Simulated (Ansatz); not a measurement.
One change: `[F][Mo]([F])([F])(=[S])[Cl]` becomes `[F][W]([F])([F])(=[S])[Cl]`.

Ansatz, PBE0-D4/def2-TZVP geometries, multiplicity 1. 

Elements past krypton have def2 core potentials.

| property | `[F][Mo]([F])([F])(=[S])[Cl]` |
| --- | --- |
| HOMO energy (ωB97M-V/def2-TZVPP) / eV | -11.41 |
| LUMO energy (ωB97M-V/def2-TZVPP) / eV | -2.45 |
| size of the dipole moment (PBE/def2-TZVPP) / D | 1.27 |
| HOMO energy (B3LYP/def2-TZVPP) / eV | -9.08 |
| HOMO–LUMO gap (PBE/def2-TZVPP) / eV | 2.70 |
| size of the dipole moment (B3LYP/def2-TZVPP) / D | 1.69 |

What does the change do to each property? (An estimate is asked.)

Computed: 
| property | `[F][W]([F])([F])(=[S])[Cl]` | shift |
| --- | --- | --- |
| HOMO energy (ωB97M-V/def2-TZVPP) / eV | -11.27 | 0.14 |
| LUMO energy (ωB97M-V/def2-TZVPP) / eV | -1.69 | 0.76 |
| size of the dipole moment (PBE/def2-TZVPP) / D | 0.73 | -0.54 |
| HOMO energy (B3LYP/def2-TZVPP) / eV | -8.95 | 0.13 |
| HOMO–LUMO gap (PBE/def2-TZVPP) / eV | 3.27 | 0.57 |
| size of the dipole moment (B3LYP/def2-TZVPP) / D | 1.02 | -0.67 |

With PBE0 the HOMO rises by 0.13 eV and the LUMO rises by 0.74 eV, so the gap widens by about 0.61 eV. PBE moves the HOMO by 0.11 eV and ωB97M-V by 0.14 eV. Dipoles are sizes alone; their direction can turn.

B3LYP here is the variant with VWN-RPA as its local correlation; programs differ in this.
